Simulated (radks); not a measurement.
Charge is removed step by step from the 3d5/2 level of Re+, starting from [Ar] 3d(3/2: 4, 5/2: 6) 4s2 4p6 4d10 4f14 5s2 5p6 5d5 6s1. Method: Dirac Kohn-Sham, PBEsol, spin-unpolarised, spherical densities, finite nucleus; open shells fill j = l - 1/2 first; Fermi nuclear charge, rms radius 5.3698 fm; computed with a radial shooting solver on a logarithmic mesh with Libxc functionals.

| removed (e) | E - E(0) (eV) | eigenvalue (eV) | E minus straight line (eV) |
|---|---|---|---|
| 0 | 0.000 | -1856.9 | 0.000 |
| 0.1 | 186.01 | -1863.3 | -2.963 |
| 0.2 | 372.67 | -1869.8 | -5.278 |
| 0.3 | 559.98 | -1876.4 | -6.941 |
| 0.4 | 747.95 | -1883.0 | -7.948 |
| 0.5 | 936.58 | -1889.6 | -8.294 |
| 0.6 | 1125.9 | -1896.2 | -7.977 |
| 0.7 | 1315.8 | -1902.9 | -6.993 |
| 0.8 | 1506.5 | -1909.7 | -5.337 |
| 0.9 | 1697.8 | -1916.4 | -3.008 |
| 1 | 1889.7 | -1923.2 | 0.000 |

Removing the whole electron costs 1889.7 eV by Delta-SCF, against 1856.9 eV from minus the eigenvalue at the starting occupation. Slater's transition state (half an electron removed) gives 1889.6 eV. Integrating minus the eigenvalue over the occupation (Janak's theorem) gives 1889.7 eV. The mean slope of the eigenvalue, de/dn, is 66.3 eV per electron.
